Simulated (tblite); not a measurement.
C₆H₁₂N (doublet state).
SMILES with atom numbers: `[CH2:1][CH2:2][C@:3]([CH3:4])([NH2:5])[CH:6]=[CH2:7]` (hydrogens: H8, H9 on C1; H10, H11 on C2; H12, H13, H14 on C4; H15, H16 on N5; H17 on C6; H18, H19 on C7)
Bond orders are those of one Lewis drawing.

Computed with GFN2-xTB (tblite), gas phase: L-BFGS steps from a force-field or distance-geometry start until the largest atomic force falls under 0.01 eV/Å.

Step 41: E = -592.0338 eV
```
atom  x, y, z in Å  |  force x, y, z in eV/Å
C1     -0.3704    1.9923   -0.7751   -0.014  -0.015   0.015
C2     -1.0728    0.7265   -0.6075    0.033  -0.074   0.049
C3     -0.2223   -0.3533    0.2250   -0.019  -0.092  -0.001
C4     -1.0121   -1.6737    0.3045   -0.004  -0.030   0.000
N5      0.0229    0.1000    1.5723    0.082   0.010  -0.105
C6      1.0634   -0.5862   -0.5267   -0.047  -0.013   0.047
C7      2.2717   -0.1913   -0.1680   -0.029   0.015  -0.029
H8     -0.4597    2.7694   -0.0399   -0.021   0.037   0.004
H9      0.4318    2.0693   -1.4822    0.009   0.020  -0.050
H10    -2.0099    0.8723   -0.0632    0.008  -0.062  -0.008
H11    -1.2844    0.2633   -1.5746    0.035   0.021   0.020
H12    -0.3250   -2.5187    0.2709   -0.052   0.060   0.023
H13    -1.7274   -1.7737   -0.5103    0.097   0.020   0.008
H14    -1.5532   -1.7281    1.2482   -0.009   0.046  -0.079
H15    -0.8513    0.2666    2.0568    0.017   0.021   0.011
H16     0.5573    0.9606    1.5597   -0.008   0.016   0.055
H17     0.9338   -1.1345   -1.4535   -0.038   0.077   0.048
H18     2.4692    0.3459    0.7450   -0.036  -0.048  -0.039
H19     3.1284   -0.3975   -0.7887   -0.003  -0.011   0.030
```

Step 42: E = -592.0365 eV
```
atom  x, y, z in Å  |  force x, y, z in eV/Å
C1     -0.3732    1.9919   -0.7715   -0.034  -0.011   0.021
C2     -1.0762    0.7252   -0.6046    0.054  -0.057   0.041
C3     -0.2217   -0.3514    0.2259   -0.019  -0.100  -0.014
C4     -1.0098   -1.6727    0.3031   -0.007  -0.037   0.005
N5      0.0252    0.1006    1.5744    0.092   0.021  -0.154
C6      1.0615   -0.5845   -0.5309   -0.054   0.007   0.072
C7      2.2701   -0.1924   -0.1688   -0.048  -0.015  -0.036
H8     -0.4644    2.7726   -0.0395   -0.027   0.011  -0.008
H9      0.4321    2.0665   -1.4759   -0.002   0.017  -0.042
H10    -2.0159    0.8658   -0.0614    0.041  -0.051  -0.031
H11    -1.2818    0.2597   -1.5730    0.021   0.045   0.041
H12    -0.3215   -2.5160    0.2846   -0.021   0.040   0.017
H13    -1.7142   -1.7816   -0.5201    0.095   0.034   0.009
H14    -1.5614   -1.7241    1.2396   -0.034   0.058  -0.050
H15    -0.8507    0.2855    2.0485    0.005   0.017   0.037
H16     0.5734    0.9533    1.5621   -0.030  -0.008   0.052
H17     0.9252   -1.1271   -1.4609   -0.008   0.088   0.078
H18     2.4660    0.3394    0.7483   -0.031  -0.060  -0.062
H19     3.1274   -0.4015   -0.7873    0.006   0.003   0.025
```

Step 43: E = -592.0398 eV
```
atom  x, y, z in Å  |  force x, y, z in eV/Å
C1     -0.3779    1.9914   -0.7668   -0.023  -0.008  -0.002
C2     -1.0795    0.7224   -0.6005    0.063  -0.022   0.021
C3     -0.2213   -0.3501    0.2267   -0.008  -0.066  -0.014
C4     -1.0074   -1.6711    0.3017   -0.011  -0.033   0.009
N5      0.0299    0.1008    1.5753    0.063   0.032  -0.141
C6      1.0578   -0.5818   -0.5357   -0.037   0.011   0.082
C7      2.2669   -0.1946   -0.1702   -0.053  -0.040  -0.035
H8     -0.4708    2.7771   -0.0393   -0.037  -0.022  -0.020
H9      0.4308    2.0632   -1.4699   -0.040   0.016  -0.008
H10    -2.0232    0.8563   -0.0610    0.073  -0.037  -0.047
H11    -1.2760    0.2544   -1.5700   -0.001   0.069   0.047
H12    -0.3181   -2.5113    0.3020    0.031  -0.012   0.017
H13    -1.6954   -1.7895   -0.5329    0.072   0.040  -0.009
H14    -1.5736   -1.7179    1.2277   -0.068   0.068  -0.005
H15    -0.8460    0.3082    2.0402    0.003  -0.001   0.054
H16     0.5940    0.9439    1.5666   -0.041  -0.027   0.027
H17     0.9139   -1.1166   -1.4691    0.021   0.080   0.081
H18     2.4592    0.3305    0.7514   -0.014  -0.062  -0.065
H19     3.1267   -0.4061   -0.7838    0.009   0.014   0.007
```

Step 44: E = -592.0423 eV
```
atom  x, y, z in Å  |  force x, y, z in eV/Å
C1     -0.3815    1.9907   -0.7630   -0.023   0.002  -0.005
C2     -1.0810    0.7200   -0.5970    0.059   0.002  -0.001
C3     -0.2212   -0.3499    0.2272   -0.001  -0.013  -0.002
C4     -1.0057   -1.6701    0.3010   -0.006  -0.026   0.016
N5      0.0340    0.1012    1.5742    0.016   0.037  -0.065
C6      1.0540   -0.5795   -0.5386   -0.013  -0.003   0.062
C7      2.2637   -0.1972   -0.1720   -0.026  -0.044  -0.018
H8     -0.4764    2.7803   -0.0393   -0.041  -0.043  -0.027
H9      0.4281    2.0607   -1.4659   -0.047   0.020   0.003
H10    -2.0277    0.8480   -0.0616    0.077  -0.020  -0.040
H11    -1.2707    0.2511   -1.5668   -0.021   0.073   0.022
H12    -0.3154   -2.5077    0.3154    0.057  -0.047   0.027
H13    -1.6793   -1.7943   -0.5429    0.041   0.034  -0.030
H14    -1.5844   -1.7116    1.2185   -0.085   0.067   0.018
H15    -0.8410    0.3246    2.0351    0.017  -0.024   0.051
H16     0.6095    0.9365    1.5703   -0.040  -0.033  -0.004
H17     0.9057   -1.1071   -1.4741    0.028   0.052   0.050
H18     2.4528    0.3228    0.7523    0.006  -0.050  -0.040
H19     3.1266   -0.4094   -0.7802    0.002   0.018  -0.016
```

**Question.** Estimate the geometry and energy of step 45. (The exact step hangs on the optimiser's Hessian estimate; all steps are aligned on step 44, rigid shifts and turns removed.)

**Answer.** E = -592.0442 eV, largest force 0.099 eV/Å
```
atom  x, y, z in Å  |  force x, y, z in eV/Å
C1     -0.3857    1.9911   -0.7612    0.013   0.001  -0.030
C2     -1.0807    0.7185   -0.5945    0.036   0.008  -0.014
C3     -0.2212   -0.3503    0.2278    0.005   0.026   0.011
C4     -1.0047   -1.6703    0.3014   -0.003  -0.013   0.016
N5      0.0364    0.1022    1.5726   -0.021   0.022   0.018
C6      1.0509   -0.5784   -0.5394    0.013  -0.016   0.024
C7      2.2613   -0.1999   -0.1741    0.009  -0.038   0.006
H8     -0.4812    2.7820   -0.0399   -0.049  -0.034  -0.010
H9      0.4258    2.0601   -1.4633   -0.063   0.022   0.016
H10    -2.0290    0.8407   -0.0623    0.058   0.000  -0.021
H11    -1.2670    0.2505   -1.5642   -0.032   0.056  -0.018
H12    -0.3129   -2.5061    0.3258    0.057  -0.055   0.044
H13    -1.6661   -1.7977   -0.5510    0.019   0.024  -0.035
H14    -1.5947   -1.7062    1.2120   -0.079   0.058   0.011
H15    -0.8366    0.3363    2.0328    0.023  -0.042   0.043
H16     0.6202    0.9311    1.5731   -0.026  -0.019  -0.031
H17     0.9000   -1.0986   -1.4770    0.023   0.015   0.008
H18     2.4482    0.3157    0.7517    0.027  -0.029   0.003
H19     3.1273   -0.4114   -0.7778   -0.010   0.014  -0.042
```

The energy changes by -0.0019 eV. The first-order estimate −F·Δx gives -0.0027 eV and the mean of the old and new forces, exact on a quadratic surface, -0.0019 eV. The step makes an angle of 74° with the force vector and moves no atom by more than 0.016 Å.

The cost below is that of the whole relaxation. Time: 0.79 s of wall time. Hardware: one thread of an Arm Neoverse V1 (shared host).
